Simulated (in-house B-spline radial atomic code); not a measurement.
Whole-atom quantities along the 28-electron series, configuration [Ar] 3d10. Computed with a radial B-spline atomic code at the basis-set limit: non-relativistic Hartree-Fock, average of the configuration, point nuclei.

This level leaves out relativity, spin-orbit splitting included, which matters for heavy ions.

```
  ion   Z  E/Z² (Eh)  Σ<r²> (bohr²)  n(0)/Z³ (bohr⁻³)  Lamb diamagnetic shielding (ppm)  repulsion over attraction
Cd20+  48    -2.3002         2.5668           0.70033                           4435.35                    0.11629
In21+  49    -2.3126          2.419           0.70101                              4542                    0.11431
Sn22+  50    -2.3245         2.2839           0.70166                           4648.64                     0.1124
Sb23+  51    -2.3361           2.16           0.70229                           4755.27                    0.11054
Te24+  52    -2.3473         2.0461           0.70291                           4861.89                    0.10873
 I25+  53    -2.3581         1.9411            0.7035                            4968.5                    0.10698
Xe26+  54    -2.3686         1.8442           0.70408                            5075.1                    0.10528
Cs27+  55    -2.3788         1.7544           0.70464                            5181.7                    0.10363
Ba28+  56    -2.3886         1.6712           0.70518                           5288.29                    0.10203
La29+  57    -2.3982         1.5938            0.7057                           5394.88                    0.10047
Ce30+  58    -2.4074         1.5217           0.70621                           5501.45                   0.098957
Pr31+  59    -2.4164         1.4545           0.70671                           5608.03                   0.097485
Nd32+  60    -2.4251         1.3917           0.70719                            5714.6                   0.096055
Pm33+  61    -2.4336         1.3329           0.70766                           5821.16                   0.094664
Sm34+  62    -2.4418         1.2778           0.70811                           5927.73                   0.093311
Eu35+  63    -2.4498         1.2261           0.70855                           6034.29                   0.091994
Gd36+  64    -2.4576         1.1775           0.70898                           6140.84                   0.090712
Tb37+  65    -2.4651         1.1317            0.7094                           6247.39                   0.089464
Dy38+  66    -2.4725         1.0886           0.70981                           6353.94                   0.088248
Ho39+  67    -2.4797         1.0479           0.71021                           6460.49                   0.087064
Er40+  68    -2.4866         1.0095           0.71059                           6567.03                    0.08591
Tm41+  69    -2.4934        0.97321           0.71097                           6673.58                   0.084786
Yb42+  70       -2.5        0.93883           0.71134                           6780.12                   0.083689
Lu43+  71    -2.5065        0.90625            0.7117                           6886.66                    0.08262
Hf44+  72    -2.5127        0.87535           0.71205                           6993.19                   0.081577
Ta45+  73    -2.5189        0.84602           0.71239                           7099.73                   0.080559
```

With what power of Z does the column «Σ<r²> (bohr²)» change over this range?

A fit of the logarithm of its size against log Z from Z = 48 to 73 has slope -2.64. Unscreened non-relativistic hydrogenic orbitals would give -2.
